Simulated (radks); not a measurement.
Results of a calculation; reference values are marked as such.
Sn16+, configuration [Ar] 3d10 4s2 4p4.

Level of theory: Dirac Kohn-Sham, PBE, spin-unpolarised, spherical densities, point nucleus; open shells are shared between the two j in proportion to 2j + 1 (a radial shooting solver on a logarithmic mesh with Libxc functionals).

Energy parts (hartree):
part                        energy
total                  -6081.95140
kinetic                 6410.23676
electron-nucleus      -14254.68102
Hartree                 1913.64827
exchange-correlation    -151.15540

Orbitals (lengths in bohr, moments of r in powers of bohr; r(max) is where P^2 peaks; r(90%) holds 90 % of the orbital's charge):
\begin{tabular}{lrrrrrr}
orbital & occ. & eigenvalue (hartree) & r(90%) & <r^4> & <1/r> & r(max) \\ \hline
1s1/2 & 2 & -1080.498 & 0.0522 & 3.406e-06 & 53.09 & 0.01877 \\
2s1/2 & 2 & -175.6827 & 0.194 & 0.0005891 & 12.32 & 0.1062 \\
2p1/2 & 2 & -165.1149 & 0.173 & 0.0003796 & 12.30 & 0.08178 \\
2p3/2 & 4 & -156.6296 & 0.180 & 0.0004460 & 11.45 & 0.08629 \\
3s1/2 & 2 & -45.27647 & 0.495 & 0.02552 & 4.386 & 0.3065 \\
3p1/2 & 2 & -40.99445 & 0.491 & 0.02454 & 4.298 & 0.2927 \\
3p3/2 & 4 & -39.41606 & 0.507 & 0.02773 & 4.091 & 0.3028 \\
3d3/2 & 4 & -31.90027 & 0.484 & 0.02287 & 3.945 & 0.2472 \\
3d5/2 & 6 & -31.57049 & 0.489 & 0.02375 & 3.892 & 0.2501 \\
4s1/2 & 2 & -17.53134 & 1.05 & 0.5369 & 1.909 & 0.7093 \\
4p1/2 & 1.33333 & -15.96035 & 1.09 & 0.6050 & 1.834 & 0.7220 \\
4p3/2 & 2.66667 & -15.57509 & 1.11 & 0.6615 & 1.775 & 0.7404 \\
\end{tabular}

The highest occupied level is 4p3/2 at -423.82 eV. The density falls to 0.001 e/bohr^3 at r = 1.76 bohr. For comparison, the ionisation energy in NIST's Atomic Spectra Database is 437 eV (theoretical). In exact Kohn-Sham theory the highest level is minus the ionisation energy, but local and semilocal functionals leave it too shallow, through self-interaction and a potential that decays too fast; potentials with the right tail come closer.

Beside tabulated values, note that spin-unpolarised runs miss the spin-polarisation part of the exchange energy of open shells.
